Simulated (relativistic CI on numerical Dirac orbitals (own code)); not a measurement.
**Ligand-field terms of d6**

Computed with a parametric ligand-field model of a d^n configuration (Racah B and C, spin-orbit zeta, crystal field), exact diagonalisation.

Field parameters in Wybourne normalisation: Oh B⁴₀ = 21Dq, B⁴₄ = √(5/14) B⁴₀; Td as Oh with Dq negative (B⁴₀ = 21Dq, B⁴₄ = √(5/14) B⁴₀). The field is a parameter set, without covalency.

(1) Ground term and bands for B = 770, C = 3580, ζ = 0 cm⁻¹, Td, 10Dq = -3100 cm⁻¹?

(2) Ground term and bands for B = 980, C = 4640, ζ = 0 cm⁻¹, Oh, 10Dq = 5000 cm⁻¹?

(3) Ground term and bands for B = 420, C = 1590, ζ = 0 cm⁻¹, Oh, 10Dq = 3250 cm⁻¹?

(4) Ground term and bands for B = 1040, C = 4500, ζ = 0 cm⁻¹, Td, 10Dq = -6800 cm⁻¹?

(5) Ground term and bands for B = 350, C = 1600, ζ = 0 cm⁻¹, Oh, 10Dq = 3250 cm⁻¹?

Answers

(1) Ground term 5E with 3.00 electrons in the two orbitals of the cubic e set. Spin-allowed: 5T2 3100 cm⁻¹ (3226 nm). Lowest spin-forbidden: 3T1 16179 cm⁻¹ (618 nm), 3E 17797 cm⁻¹ (562 nm), 3T2 19060 cm⁻¹ (525 nm).

(2) Ground term 5T2 with 2.00 electrons in the two orbitals of the cubic e set. Spin-allowed: 5E 5000 cm⁻¹ (2000 nm). Lowest spin-forbidden: 3T1 19722 cm⁻¹ (507 nm), 3T2 21761 cm⁻¹ (460 nm), 3T1 23605 cm⁻¹ (424 nm).

(3) Ground term 5T2 with 2.00 electrons in the two orbitals of the cubic e set. Spin-allowed: 5E 3250 cm⁻¹ (3077 nm). Lowest spin-forbidden: 3T1 5734 cm⁻¹ (1744 nm), 1A1 6763 cm⁻¹ (1479 nm), 3T2 7132 cm⁻¹ (1402 nm).

(4) Ground term 5E with 3.00 electrons in the two orbitals of the cubic e set. Spin-allowed: 5T2 6800 cm⁻¹ (1471 nm). Lowest spin-forbidden: 3T1 18455 cm⁻¹ (542 nm), 3E 22860 cm⁻¹ (437 nm), 3T1 24335 cm⁻¹ (411 nm).

(5) Ground term 5T2 with 2.00 electrons in the two orbitals of the cubic e set. Spin-allowed: 5E 3250 cm⁻¹ (3077 nm). Lowest spin-forbidden: 3T1 5538 cm⁻¹ (1806 nm), 1A1 6536 cm⁻¹ (1530 nm), 3T2 6806 cm⁻¹ (1469 nm).
